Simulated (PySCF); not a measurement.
**Broadened absorption spectrum of C3H7NOSi**

Compound: C3H7NOSi.
Structure used (PBE0-D3(BJ)/def2-SVP), in Å, numbered top down from 1:
```
atom  x, y, z in Å
O1     2.2318    1.2772    1.1195
C2     2.3733    0.2398    0.5151
N3     1.3914   -0.3084   -0.2551
Si4   -0.1494    0.5399   -0.4181
C5    -1.6075   -0.5556   -0.7246
C6    -1.5484    0.0809    0.6902
H7     3.3220   -0.3481    0.5387
H8     1.5963   -1.1781   -0.7346
H9    -0.0364    1.8778   -1.0347
H10   -2.4175   -0.2145   -1.3792
H11   -1.4772   -1.6433   -0.7720
H12   -2.3204    0.8208    0.9295
H13   -1.3544   -0.6056    1.5218
```

Level of theory: TDDFT B3LYP/def2-SVPD, vertical, gas phase, core orbitals frozen in the response in PySCF 2.14.0, density-fitted response routines.

Computed states:

```tsv
state	E (eV)	f
S1	5.47	0.0076
S2	5.65	0.035
S3	6.05	0.0008
S4	6.42	0.057
S5	6.59	0.081
S6	6.76	0.032
S7	6.87	0.015
S8	6.95	0.0083
S9	7.10	0.038
S10	7.15	0.017
```

Each state is given a Gaussian of 0.25 eV full width at half maximum, with ε(max) = 2.175×10⁸ f / Δν̃ (Δν̃ the width in cm⁻¹). The cross-section is σ = 3.8235×10⁻²¹ ε cm², given in Mb (10⁻¹⁸ cm²). The width is an assumption, not a result. The curve ends short of the highest state used, and states not computed would add to its high-energy end.

Q: Give the broadened spectrum and its maxima.

A: 
E (eV), σ (Mb) and a bar:
```
     5.09       0.01 
     5.14       0.03 
     5.19       0.11 
     5.24       0.33 
     5.29       0.84 #
     5.34       1.77 #
     5.39       3.22 ##
     5.44       5.26 ###
     5.49       8.02 #####
     5.54      11.34 ########
     5.59      14.30 #########
     5.64      15.40 ##########
     5.70      13.10 #########
     5.75       9.12 ######
     5.80       5.13 ###
     5.85       2.36 ##
     5.90       0.95 #
     5.95       0.45 
     6.00       0.36 
     6.05       0.39 
     6.10       0.53 
     6.15       1.05 #
     6.20       2.66 ##
     6.25       6.33 ####
     6.30      12.66 ########
     6.35      21.16 ##############
     6.40      30.13 ####################
     6.45      37.81 #########################
     6.50      43.13 #############################
     6.55      45.31 ##############################
```

Maxima: 220 nm (5.64 eV), ε about 4000, made up of S2 (94%) (ε in L mol⁻¹ cm⁻¹; maxima over ε = 5, shares over 10%). At its high-energy end, 6.55 eV, the curve is still rising (ε about 12000, from S4 and S5).

Q: What would ε be at 5.64 eV, the highest of these maxima, with half the width (0.125 eV)?

A: About 7600 L mol⁻¹ cm⁻¹ against 4030, a factor of about 1.9; a lone state at its own centre would give exactly 2.

Q: On this curve, what absorbance would a 10⁻⁵ mol/L sample give at 222 nm over a 1 cm path?

A: 222 nm is 5.585 eV, where ε is about 3700 L mol⁻¹ cm⁻¹, so A = ε c l ≈ 0.037 (Beer–Lambert, with the gas-phase spectrum and the assumed width).

Q: Coming from long wavelengths, where does ε first pass 100 L mol⁻¹ cm⁻¹?

A: At about 236 nm (5.25 eV), 0.22 eV below S1.

All these states lie below the vertical ionisation energy of 8.99 eV (ΔSCF).

One conformer stands for the species.
